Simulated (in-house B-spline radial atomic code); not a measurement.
Checks on a self-consistent run for Mg VI (Mg5+), [He] 2s2 2p3. Level of theory: Dirac-Hartree-Fock, average of configuration, Fermi nucleus of rms radius 3.057 fm; calculated with an all-electron radial atomic-structure program (B-spline basis).

| orbital | q | ε (Eh) | <1/r> | <r²> | small-component weight |
| --- | --- | --- | --- | --- | --- |
| 1s1/2 | 2 | -54.46635 | 11.6649 | 0.0226652 | 0.0018018 |
| 2s1/2 | 2 | -7.82195 | 2.32166 | 0.463889 | 0.00028247 |
| 2p1/2 | 1 | -6.75580 | 2.25144 | 0.402866 | 0.00026982 |
| 2p3/2 | 2 | -6.74161 | 2.24417 | 0.404573 | 0.00026909 |

Electron-electron repulsion V_ee = 42.0941 hartree.

(1) What total energy follows from the eigenvalues?

(2) Does the Dirac virial theorem hold?

(3) What diamagnetic shielding (Lamb formula) and susceptibility (Langevin formula) do the radii give?

Results:

(1) The eigenvalues count the repulsion twice, so E = Σqε - V_ee = -144.816 - 42.094 = -186.910 hartree; the run printed -186.910.

(2) For a point nucleus E = -2c²Σq·w, with w the small-component weight. Here Σq·w = 0.0049766 and c = 137.0360, so the ratio E/(-2c²Σq·w) is 1.000001.

(3) σ = (α²/3)Σq<1/r> = 34.7129/(3·137.036²) = 616.17 ppm, and χ = -0.79199×10⁻⁶·Σq<r²> = -1.731×10⁻⁶ cm³/mol with Σq<r²> = 2.1851 bohr². Both are non-relativistic formulas without the paramagnetism of open shells.
